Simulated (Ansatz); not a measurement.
BeH2 (SMILES [BeH2]) moved off its minimum; all values from Ansatz (a quantum-chemistry and plane-wave program), cores frozen in correlated methods.
(charge 0, multiplicity 1)
```xyz
3

Be    -0.0651    -0.0222    -0.0365
H     -0.0227    -0.0166     1.2946
H      0.0386    -0.0071    -1.3599
```

Question: Give the forces (eV/Å), the total energy and the dipole at CCSD(T)/aug-cc-pVTZ.

Answer: 
```json
[
 {"atom": "Be1", "Fx": "0.216", "Fy": "0.030", "Fz": "0.070"},
 {"atom": "H2", "Fx": "-0.111", "Fy": "-0.016", "Fz": "0.029"},
 {"atom": "H3", "Fx": "-0.105", "Fy": "-0.015", "Fz": "-0.099"}
]
```
Energy -15.8490 hartree, dipole 0.27 D.
